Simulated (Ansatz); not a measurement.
A nudged elastic band was laid between two geometries of C₂H₁₀AsNSi (15 atoms, charge 0, multiplicity 1).

Method: Ansatz 0.2.0, RKS B3LYP-D4/def2-SVP.

```
movable images  : 9
climbing image  : yes
spring          : 5.0 eV/Å²
optimiser       : quadratic models (default)
start path      : IDPP
force threshold : 0.03 eV/Å
iteration limit : 32
end points      : relaxed
```

Image 0:

```xyz
15
Properties=species:S:1:pos:R:3
C -1.602 0.749 1.267
Si -0.201 1.038 0.044
N 0.407 -0.486 -0.574
C 0.545 -1.643 0.307
As 1.458 -0.555 -2.121
H -2.394 0.123 0.824
H -1.252 0.264 2.191
H -2.050 1.717 1.549
H -0.680 1.831 -1.125
H 0.867 1.845 0.723
H -0.361 -1.771 0.923
H 1.409 -1.581 1.000
H 0.665 -2.569 -0.281
H 0.644 0.470 -2.916
H 2.521 0.516 -1.782
```

Image 10:

```xyz
15
Properties=species:S:1:pos:R:3
C -1.492 0.750 1.394
Si -0.063 1.037 0.204
N 0.342 -0.442 -0.644
C 0.343 -1.723 0.060
As 1.357 -0.419 -2.217
H -1.211 0.085 2.225
H -1.810 1.711 1.832
H -2.358 0.309 0.874
H -0.435 2.050 -0.827
H 1.100 1.591 0.975
H -0.562 -1.824 0.682
H 1.218 -1.870 0.726
H 0.334 -2.562 -0.656
H 0.668 0.800 -2.840
H 2.547 0.457 -1.761
```

(1) What changes between the two ends?

(2) What energy profile does the band end with?

(3) What is the geometry of the highest image?

(4) What are the harmonic wavenumbers there?

Results:

(1) No bond is made or broken. The dihedral H6–C1–Si2–N3 goes from -54 to 67°. The two ends are copies of one structure, up to a mirror image or an exchange of like atoms.

(2) The forces met the threshold. The highest image is number 5 of 0 to 10, 7.0 kJ/mol above the ends, which have the same energy within 2 meV. A vibrational analysis at the climbing image gives one clearly imaginary mode, 167i cm⁻¹: a first-order saddle point.

```
image  path coordinate (Å)  energy (kJ/mol)  dihedral H6–C1–Si2–N3 (°)
    0                 0.00              0.0                        -54
    1                 0.37              0.4                        -46
    2                 0.74              2.1                        -34
    3                 1.11              4.3                        -21
    4                 1.47              6.2                         -8
    5                 1.84              7.0                          5
    6                 2.33              5.8                         22
    7                 2.81              3.2                         39
    8                 3.29              1.2                         55
    9                 3.77              0.3                         64
   10                 4.26              0.0                         67
```

(3) 
```xyz
15
Properties=species:S:1:pos:R:3:forces:R:3
C -1.605 0.778 1.303 0.00 0.01 0.00
Si -0.036 1.012 0.272 0.01 0.00 -0.01
N 0.357 -0.451 -0.612 0.00 0.00 0.00
C 0.473 -1.715 0.113 0.00 0.00 0.00
As 1.271 -0.425 -2.247 0.00 0.01 0.01
H -1.969 -0.261 1.252 0.00 0.00 0.00
H -1.442 1.029 2.363 0.00 0.00 0.00
H -2.412 1.425 0.922 0.00 0.00 0.00
H -0.223 2.088 -0.742 0.00 0.00 0.00
H 1.088 1.435 1.174 0.00 0.00 0.00
H -0.336 -1.809 0.857 0.00 0.00 0.00
H 1.432 -1.832 0.658 0.00 0.00 0.00
H 0.377 -2.575 -0.572 0.00 0.00 0.00
H 0.527 0.777 -2.834 -0.01 0.00 0.00
H 2.474 0.474 -1.877 0.01 -0.01 0.00
```

(4) 167i, 47, 118, 139, 160, 199, 236, 290, 483, 548, 686, 733, 753, 793, 812, 846, 854, 927, 972, 1018, 1128, 1145, 1201, 1273, 1434, 1438, 1449, 1468, 1489, 2083, 2159, 2177, 2227, 2967, 3037, 3049, 3087, 3124, 3129 cm⁻¹.

Time of the run: 9.2 min on 2 threads of Arm Neoverse V1, on a shared host, peak memory 0.45 GiB.
